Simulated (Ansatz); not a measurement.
FGeH₆NO₂Si (`[OH][GeH2][NH][SiH](O)F`) at its PBE0-D4/def2-TZVP geometry, where that method's forces vanish. Total charge 0; spin multiplicity 1.

```xyz
12

O    -1.5887   -0.3093    1.0601
Ge    0.0118   -1.1276    1.0008
N     1.0784    0.0801    0.1574
Si    0.6332    1.0130   -1.2097
O    -0.9565    0.8229   -1.4676
F     1.0452    2.5230   -0.8937
H    -2.3238   -0.9170    1.1708
H     0.5523   -1.3721    2.4178
H    -0.1837   -2.4272    0.2011
H     1.8782    0.3844    0.6921
H     1.3362    0.6745   -2.4588
H    -1.4826    0.6553   -0.6703
```

Question: What forces (eV/Å) does B3LYP-D4/def2-TZVPP give on these atoms in Ansatz? (Estimate.)

Answer: Ansatz gave: 
```
O1  -0.217  0.097  0.015
Ge2  0.143 -0.319  0.149
N3   0.151  0.115 -0.019
Si4  0.159 -0.099 -0.239
O5  -0.128 -0.009  0.023
F6   0.050  0.204  0.035
H7  -0.059  0.014  0.007
H8   0.001 -0.004  0.003
H9   0.000 -0.003 -0.001
H10  0.002 -0.016 -0.003
H11 -0.044  0.018  0.076
H12 -0.059  0.002 -0.046
```

B3LYP here is the variant with VWN-RPA as its local correlation; programs differ in this.
